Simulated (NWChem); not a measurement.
Molecule: C$_{3}$H$_{4}$ClF; SMILES C(=C\F)(/Cl)C

Computed with NWChem. Each level has its own optimisation; frequencies are unscaled. Brackets give each atom's bonded neighbours.

```csv
level,r C–C [C(CCCl)–C(CHHH)] (Å),r C–Cl (Å),r C–C [C(CCCl)–C(CFH)] (Å),r C–F (Å),highest harmonic frequency (cm⁻¹),lowest (cm⁻¹),zero-point energy (kcal/mol),dipole (D)
Hartree-Fock/STO-3G,1.519,1.785,1.320,1.354,3756,168,46.9,1.41
B3LYP/3-21G,1.489,___,1.323,___,3257,___,40.2,___
PBE0/def2-SVP,1.487,1.736,1.335,1.331,3247,182,40.0,0.45
```

Q: What belongs in the gaps?

A: 
- B3LYP/3-21G, r C–Cl (Å): 1.838
- B3LYP/3-21G, r C–F (Å): 1.378
- B3LYP/3-21G, lowest (cm⁻¹): 201
- B3LYP/3-21G, dipole (D): 0.87
